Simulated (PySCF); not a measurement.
These compounds are isomers of formula C$_{5}$H$_{12}$NOP.

A. `CO/C=P\CN(C)C`
B. `CP1(=N)CCOCC1`
C. `CNP1CCOCC1`

Spectrum 1. $^{13}$C{$^{1}$H} NMR (computed): δ 68.3 (CH2), 38.3 (CH2), 20.4 (CH3).

Spectrum 2. $^{13}$C{$^{1}$H} NMR (computed): δ 67.7 (CH2), 36.2 (CH2), 33.1 (CH3).

Spectrum 3. $^{13}$C{$^{1}$H} NMR (computed): δ 202.7 (CH), 61.6 (CH3), 60.5 (CH2), 48.3 (CH3).

How the numbers were obtained: GFN2-xTB structure, PBE0/pcSseg-1 with gauge-including orbitals, in PySCF 2.14.0 with density-fitted response routines (one computed conformer, equivalent nuclei averaged, no solvent, non-relativistic).

δ = σ(ref) − σ, references computed at the same level: $^{13}$C (σref 186.93) against TMS. Splittings of carbon signals by F and P are missing where no couplings were computed. Shifts are as computed. Against solution values, carbons near 30 ppm lie about +3 ppm off and those near 130 ppm about +5 ppm. Of 1211 compounds with measured shifts, 218 miss one by over three times the rms of a fit or turn the order of signals round; such compounds aren't used in these exercises.

**Question.** Which spectrum belongs to which compound?

**Answer.** 1–B, 2–C, 3–A.

- Spectrum 1 (B): 3 $^{13}$C signals; δC 68.3 is an sp3 CH2 bonded to O; δC 38.3 is an sp3 CH2 bonded to P.
- Spectrum 2 (C): 3 $^{13}$C signals; δC 67.7 is an sp3 CH2 bonded to O; δC 33.1 is a methyl carbon bonded to N.
- Spectrum 3 (A): 4 $^{13}$C signals; δC 61.6 is a methyl carbon bonded to O; δC 60.5 is an sp3 CH2 bonded to N and P.
